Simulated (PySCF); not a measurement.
Al(H)(OMe)(SMe) (C2H7AlOS), SMILES C[O][AlH][S]C. Heavy atoms are numbered as in [AlH:1]([O:3][CH3:4])[S:8][CH3:9]. Hydrogens are named by the atom that carries them.

The structure is a stationary point at ωB97X-D3(BJ)/def2-SVP. The structure was generated by enumeration; whether it is a known compound was not checked. The values are those of a single conformer.

Calculation: PBE0/pcSseg-1 (PySCF).

GIAO shieldings, no solvent; atoms alike by connectivity are averaged. δ = σ(ref) − σ: ¹H against TMS (σ = 31.56 ppm); ¹⁷O against H2O (σ = 334.2 ppm); ¹³C against TMS (σ = 186.3 ppm); ³³S against H2S (σ = 716.7 ppm), references at their B3LYP-D3(BJ)/def2-TZVP geometries, non-relativistic.

### Question
Estimate the chemical shifts. (An estimate is asked for; the answer gives what the named calculation found.)

### Answer

```tsv
nucleus	atoms	count	δ (ppm)
¹H	H on Al1	1	4.87
¹H	H on C4	3	4.22
¹H	H on C9	3	2.53
¹⁷O	O3	1	48.2
¹³C	C4 (CH3)	1	56.7
¹³C	C9 (CH3)	1	12.5
³³S	S8	1	48.3
```
